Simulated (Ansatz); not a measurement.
A structure relaxed at PBE-D4/def2-SVP in Ansatz, charge 0, singlet:

```csv
atom,x (Å),y (Å),z (Å)
Hf1,-0.7327,-1.0888,-0.3154
B2,-1.3613,0.4825,1.2855
B3,-0.3898,-0.4523,2.0830
B4,-0.5405,0.4993,-2.3158
B5,0.8467,0.1784,-1.5674
B6,-0.2398,1.4510,-0.8908
B7,1.5656,-1.7893,0.6673
B8,1.2033,-0.1687,1.2264
B9,1.0221,0.9540,0.0380
B10,-1.8573,1.1862,-0.0266
B11,0.6358,-1.6484,1.8953
B12,-1.7833,1.0744,-1.5989
B13,1.6312,-0.6786,-0.4805
```

(1) Give its formula.

(2) Summarise the bond lengths by kind (pairs closer than 1.2 times the sum of covalent radii, bridged metal pairs left out).

Answers

(1) the cluster HfB12 (the lowest singlet isomer of a short search).

(2) 21 × B–B 1.55 to 1.85 Å; 12 × B–Hf 2.33 to 2.73 Å. The metal has 12 neighbours: B 2.33 Å, B 2.50 Å, B 2.56 Å, B 2.38 Å, B 2.65 Å, B 2.60 Å, B 2.64 Å, B 2.72 Å, B 2.55 Å, B 2.66 Å, B 2.73 Å, B 2.40 Å.

In the def2 sets Hf takes a core potential; there is no spin–orbit coupling. The restricted singlet is unstable towards broken spin symmetry in Hartree–Fock (as tested in another run); at PBE-D4/def2-SVP this wasn't settled. The relaxation made no stability test and no search for a lower SCF solution. The structure comes from a short search, and lower isomers may exist.
